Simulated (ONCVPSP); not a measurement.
# Before and after: ONCV potential for Ca

```json
{
  "Element": "calcium (Ca)",
  "Generator": "ONCVPSP 4.0.1",
  "Type": "optimised norm-conserving Vanderbilt (ONCV)",
  "Functional": "PBE",
  "Relativity": "scalar-relativistic",
  "Frozen core": "[Ar]",
  "Valence charge": "2",
  "Reference configuration": "4s1.75 4p0.25",
  "Partial waves": "4s: rc 3.35 bohr, ncon 4, nbas 7, qcut 2.2 1/bohr, local; 4p: rc 3.35 bohr, ncon 4, nbas 7, qcut 2 1/bohr, 2 projectors, debl 3.8 Ha; d scattering state at 0.16 Ha: rc 3.60 bohr, ncon 5, nbas 9, qcut 2.8 1/bohr, 3 projectors, debl 4 Ha",
  "Local potential": "the s channel",
  "Core correction": "Teter function, fcfact 5.5, rcfact 1.3"
}
```

In the d channel the program set the typed energies aside and used -0.082, 3.918, 7.918 Ha.

Change: all radii but the core radius scaled by about 0.91 (s 3.06, p 3.06, d 3.28 bohr).

Cutoffs: the cutoffs (Ha) at which the residual kinetic energy of the hardest occupied pseudo-wave falls to 1 and 0.1 mHa per electron; they do not see the model core or the augmentation charge, which bear on the density cutoff. Errors are all-electron minus pseudo energies relative to the spin-unpolarised reference configuration.

Question: What does the change do?

Answer: The potential gets harder (1.8 Ha and 3.0 Ha → 1.9 Ha and 10 Ha); the bound ghost in p disappears; of the 4 tests that both files solve, the error grows in 0 and shrinks in 1 by more than 15 % and 0.3 meV (median size 1.1 → 1.2 meV). A smaller radius makes the pseudo-wave follow the all-electron one further in, where it bends more sharply, so more plane waves are needed.

| quantity | base | changed |
| --- | --- | --- |
| cutoff, loose | 1.8 Ha | 1.9 Ha |
| cutoff, tight | 3.0 Ha | 10 Ha |
| loose cutoff by channel | s 1.8 Ha, p 0.9 Ha | s 1.9 Ha, p 0.9 Ha |
| bound ghosts | p | none |
| GHOST(+) flags under 300 eV | p at 99.4 eV | none |
| error for 4s2 4p0, meV [ΔE -0.59 eV] | -0.2 | -0.2 |
| error for 4s1 4p0, meV [ΔE 5.71 eV] | -2.0 | -2.2 |
| error for 4s1.5 4p0, meV [ΔE 1.91 eV] | -0.1 | -0.2 |
| error for 4s0 4p2, meV [ΔE 4.36 eV] | -7.7 | +4.1 |
| rms error of d²Exc/dni dnj with the model core, mHa | 0.13 | 0.13 |

Base: The cutoffs count occupied waves only; projector 2 of the p channel, the hardest unoccupied one, needs 22 Ha at the loose tolerance. Changed file: The cutoffs count occupied waves only; projector 3 of the d channel, the hardest unoccupied one, needs 42 Ha at the loose tolerance. A true bound ghost makes a file unfit for plane-wave use even where its test errors are small: the radial tests pick states by their node count and pass the ghost by.
